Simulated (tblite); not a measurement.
C₆H₁₄OSi₂.
Numbering: `[O:1]=[CH:2][C@@H:3]1[CH2:4][CH2:5][CH2:6][C@H:7]1[SiH2:8][SiH3:9]` (hydrogens: H10 on C2; H11 on C3; H12, H13 on C4; H14, H15 on C5; H16, H17 on C6; H18 on C7; H19, H20 on Si8; H21, H22, H23 on Si9)

Structure used (GFN2-xTB), in Å, numbered top down from 1:
```xyz
23
C6H14OSi2 angstrom
O      0.2225    2.5059   -0.2990
C     -0.7298    1.7715   -0.2551
C     -0.6947    0.3193   -0.5853
C     -2.0671   -0.3678   -0.6728
C     -2.1279   -1.3228    0.5232
C     -0.6654   -1.6896    0.7554
C      0.0651   -0.3605    0.5865
Si     1.9448   -0.4557    0.2563
Si     2.9245    1.6090   -0.0884
H     -1.7080    2.1474    0.1081
H     -0.1314    0.1853   -1.5132
H     -2.1404   -0.9302   -1.6038
H     -2.8838    0.3552   -0.6562
H     -2.5197   -0.8043    1.4003
H     -2.7577   -2.1901    0.3294
H     -0.4882   -2.1304    1.7350
H     -0.3359   -2.3979   -0.0068
H     -0.1139    0.2317    1.4925
H      2.0447   -1.3754   -0.8933
H      2.4727   -1.2175    1.3997
H      2.7242    2.1398   -1.4343
H      4.3774    1.3944    0.0382
H      2.5832    2.6096    0.9182
```

Calculated harmonic vibrations of the isolated species, GFN2-xTB (tblite), most abundant isotopes, no scaling. This tight-binding method is rough: wavenumbers can miss measured ones by several per cent, in bad cases by 10 to 20. Modes of hydrogen on silicon can be 10 to 20 % off. One conformer, not necessarily the lowest.

Harmonic wavenumbers (cm⁻¹): 27.0, 58.1, 82.8, 109.3, 154.1, 173.8, 243.5, 255.0, 289.4, 361.3, 378.8, 427.0, 467.9, 483.8, 488.9, 525.8, 602.3, 638.5, 686.6, 766.2, 766.6, 803.3, 830.5, 842.1, 852.7, 877.6, 901.9, 978.4, 989.3, 993.6, 1039.7, 1079.9, 1106.8, 1114.3, 1137.6, 1158.5, 1192.9, 1222.0, 1255.8, 1286.5, 1296.7, 1310.9, 1317.6, 1331.4, 1381.9, 1487.0, 1490.0, 1502.8, 1757.3, 2149.2, 2162.9, 2182.8, 2270.0, 2280.2, 2746.3, 2900.3, 2936.1, 2971.5, 2979.5, 2990.0, 2999.9, 3008.4, 3012.5.

A = 1906, B = 808.7, C = 608.9 MHz; mass 158.058 u (most abundant isotopes); point group C1, symmetry number 1.

Question: What is the zero-point energy?

Answer: ½Σν̃ = 39058 cm⁻¹ = 111.67 kcal/mol.

Question: Give the ideal-gas entropy at 273.15 K and 1 bar in the rigid-rotor, harmonic-oscillator model (classical rotation).

Answer: Translation 40.67, rotation 29.96, vibration 33.78: S = 104.4 cal/(mol K).

Question: And Cp and H(273.15 K) − H(0)?

Answer: Cp = 43.23 cal/(mol K), of which vibrations give 35.28 (their classical limit is 63 R = 125.2); H(273.15 K) − H(0) = 6.96 kcal/mol without the zero-point energy, 4.79 from vibrations.

Question: What must be added to the electronic energy to get the Gibbs energy at 273.15 K and 1 bar?

Answer: ZPE + [H(273.15 K) − H(0)] − T·S = 111.67 + 6.96 − 28.52 = 90.11 kcal/mol.

Question: How do the functions run with temperature in this model?

Answer: 
| T (K) | S (cal/(mol K)) | Cp (cal/(mol K)) | H − H(0) (kcal/mol) | G − H(0) (kcal/mol) | ln q(vib) |
| --- | --- | --- | --- | --- | --- |
| 50 | 62.1 | 14.6 | 0.55 | -2.56 | 0.99 |
| 100 | 74.2 | 20.9 | 1.44 | -5.98 | 2.59 |
| 298.15 | 108.3 | 46.6 | 8.08 | -24.22 | 8.99 |
| 373.15 | 119.8 | 56.1 | 11.94 | -32.78 | 11.42 |
| 500 | 138.3 | 70.0 | 19.97 | -49.16 | 15.52 |
| 750 | 170.6 | 89.3 | 40.07 | -87.88 | 23.38 |
| 1000 | 198.1 | 101.8 | 64.07 | -134.06 | 30.73 |

q(vib) and H(0) count from the zero-point level.

Hindered rotation and anharmonicity are outside this model. Other conformers, if any are populated, would add a mixing term that is left out. The structure is chiral; the term R ln 2 for an equal mix with its mirror image is left out.
